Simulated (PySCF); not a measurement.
Compound: C3H9AlO.
Atom-mapped SMILES: `[CH3:1][CH:2]([CH3:3])[O:4][AlH2:5]` (hydrogens: H6, H7, H8 on C1; H9 on C2; H10, H11, H12 on C3; H13, H14 on Al5)

All values: CAM-B3LYP/def2-SVPD (PySCF, non-relativistic), on one gas-phase PBE0-D3(BJ)/def2-SVP geometry that isn't relaxed in the solvent. The solvent is an IEF-PCM continuum (Bondi radii, 1.10 Å for H, scaled by 1.2). Specific hydrogen bonds and non-electrostatic terms are outside this model.

Gas phase at CAM-B3LYP/def2-SVPD: HOMO -9.23 eV, LUMO -0.02 eV, dipole 1.10 D.

Question: What does the continuum do to the energy, the frontier levels and the dipole at CAM-B3LYP/def2-SVPD in chloroform and methanol?

Answer: 
```tsv
solvent	ε	E(solvent) − E(gas) (kcal/mol)	polarisation term (kcal/mol)	distortion of the solute (kcal/mol)	HOMO (eV)	LUMO (eV)	dipole (D)
chloroform	4.711	-3.16	-3.43	0.27	-9.17	0.28	1.32
methanol	32.61	-4.46	-5.01	0.55	-9.18	0.37	1.43
```

The polarisation term is half the interaction of the solute with the surface charges that it induces; the rest is the cost of distorting the solute's density. The sum is the electrostatic part of solvation alone. From chloroform to methanol the lowering changes by a factor 1.41, Onsager's factor (ε − 1)/(2ε + 1) by 1.34 and ε itself by 6.9.

Question: Which radius a makes the point-dipole formula ΔE = −[(ε − 1)/(2ε + 1)]·μ²/a³ give the value in methanol, with the gas-phase dipole?

Answer: μ = 0.433 au and |ΔE| = 0.00710 Eh give a = 1.23 Å; the farthest nucleus lies 3.78 Å from the centroid of the nuclei, so such a sphere wouldn't even hold the nuclei. The formula assumes a rigid point dipole at the centre of a sphere.

Question: How does the static polarisability (CAM-B3LYP/def2-SVPD, frozen core, with the continuum's full static response) change?

Answer: 
```
    medium  isotropic (au)  principal values (au)  ⟨r²⟩ of the electrons (bohr²)
       gas            69.4       60.3, 69.2, 78.7                          684.2
chloroform            84.4       75.3, 85.5, 92.4                          684.5
  methanol            91.6       83.6, 93.2, 97.9                          684.6
```

The isotropic value in methanol is 1.32 times the gas-phase one; no cavity-field correction is applied. ⟨r²⟩ is taken about the centre of nuclear charge.

Rough CPU time on one thread of a shared machine: about 50 s. This is the whole response run at CAM-B3LYP/def2-SVPD in methanol, SCF included.

The values belong to the conformer `[CH3:1][CH:2]([CH3:3])[O:4][AlH2:5]`: C1–C2–O4–Al5 4°.
